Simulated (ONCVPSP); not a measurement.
**An all-electron radial function and its pseudo partner (Si)**

Columns: radius, all-electron u(r) and pseudo u(r) of the 2s shell (level -138.09 eV) of silicon in the configuration [He] 2s2 2p6 3s2 3p2; LDA (Perdew-Wang 92), non-relativistic, ONCV scheme, ONCVPSP 4.0.1.

```
r (bohr)  all-electron  pseudo
   0.050       -0.6267  0.1993
   0.100       -0.4562  0.3970
   0.150       -0.0305  0.5903
   0.200        0.4154  0.7743
   0.250        0.7893  0.9423
   0.300        1.0630  1.0862
   0.350        1.2418  1.1993
   0.400        1.3384  1.2756
   0.450        1.3720  1.3139
   0.500        1.3576  1.3147
   0.550        1.3101  1.2832
   0.600        1.2406  1.2263
   0.650        1.1574  1.1510
   0.700        1.0672  1.0650
   0.750        0.9747  0.9742
   0.800        0.8833  0.8832
   0.850        0.7952  0.7952
   0.900        0.7119  0.7119
   0.950        0.6344  0.6344
   1.000        0.5630  0.5630
   1.050        0.4979  0.4979
   1.100        0.4390  0.4390
   1.150        0.3860  0.3860
   1.200        0.3387  0.3387
   1.250        0.2965  0.2965
   1.300        0.2591  0.2591
```

**Question.** How many radial nodes do the two functions have?

**Answer.** The all-electron 2s function has n − l − 1 = 1; the pseudo-wave has 0, since the states of the same l below it are removed with the core.

**Question.** At about which radius was the pseudo-wave matched?

**Answer.** 0.90 bohr. The columns agree to 0.0005 from 0.80 bohr on; several derivatives are matched, so the curves merge somewhat inside the radius.

**Question.** Is the pseudo-wave norm-conserving?

**Answer.** Yes: the ONCV scheme keeps the norm inside the radius equal to the all-electron one, which fixes the energy derivative of the logarithmic derivative at the level.
